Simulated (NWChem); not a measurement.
C3H3 cation

```xyz
6

C      0.0000     0.0000    -1.3386
C      0.0000     0.0000    -0.1033
C      0.0000     0.0000     1.2447
H      0.0000     0.0000    -2.4259
H      0.0000     0.9468     1.8079
H      0.0000    -0.9468     1.8079
```
Atoms are numbered in this order, from 1.

All runs: NWChem. Pople sets run with spherical d functions. Structure relaxed at the PBE0/def2-SVP level. GIAO values for the isolated, static molecule; σ is the absolute isotropic shielding, δ = σ(reference) − σ with the isolated reference molecule computed at the same levels (13C: tetramethylsilane, 1H: tetramethylsilane).

| level | δ C1 (ppm) | δ C2 (ppm) | δ C3 (ppm) | δ H4 (ppm) | δ H5 (ppm) |
|---|---|---|---|---|---|
| B3LYP/6-31G* | 335.9 | 123.4 | 245.4 | 18.48 | 10.86 |
| Hartree-Fock/6-31G* | (withheld) | (withheld) | (withheld) | (withheld) | 10.83 |
| B3LYP/6-311G** | 367.8 | 136.9 | 269.7 | 19.26 | 10.97 |

Problem. Fill in the missing entries.

Solution. 
- Hartree-Fock/6-31G*, δ C1 (ppm): 400.0
- Hartree-Fock/6-31G*, δ C2 (ppm): 54.3
- Hartree-Fock/6-31G*, δ C3 (ppm): 253.2
- Hartree-Fock/6-31G*, δ H4 (ppm): 22.54
